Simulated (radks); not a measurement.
Question: These are the eigenvalues of the occupied orbitals of an atom or ion with whole-number occupations (hartree). Method: non-relativistic Kohn-Sham, PBE, spin-polarised, spherical densities, point nucleus; computed with a radial shooting solver on a logarithmic mesh with Libxc functionals.

| orbital | eigenvalue |
|---|---|
| 1s up | -176.0486 |

Which element is it, and in what charge state? The configuration may be excited. Open shells, if any, are filled with parallel spins first.

Answer: Z = 19, potassium, charge +18: K18+ in 1s1. The 1s level, -176.05 hartree, gives Z - s = 18.8 by -(Z - s)^2/2, which with screening narrows Z to a few neighbours, and with so few levels the electron count can be read from the list.
